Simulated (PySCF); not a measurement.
# Electron correlation in As⁺ (arsenic, charge +1)

[Ar] 3d10 4s2 4p2, high-spin 3P determinant. All numbers are calculated (PySCF 2.14, the non-relativistic Hamiltonian (point nucleus), in 6-31G*). Frozen: [Ar] 3d10; 4 electrons correlated.

MP2 pair energies summed by pair of shells (mhartree):

```tsv
pair	energy	share (%)
4s-4p	-25.35	60.3
4s-4s	-12.52	29.8
4p-4p	-4.18	9.9
```

Total MP2 correlation energy: -42.05 mhartree.

Same-spin part -6.63 and opposite-spin part -35.42 mhartree; SCS-MP2 scales them by 1/3 and 6/5 to -44.71 mhartree.

```tsv
level	correlation energy (mhartree)
CCSD	-58.68
(T)	-0.67
CCSD(T)	-59.35
```

Diagnostics: T1 = 0.0066, D1 = 0.0183, largest double amplitude 0.098.

Task: Is a single reference adequate?

Result: Mostly. T1 lies below 0.03, but a double amplitude of this size points to a near-degeneracy that CCSD handles and MP2 describes poorly.
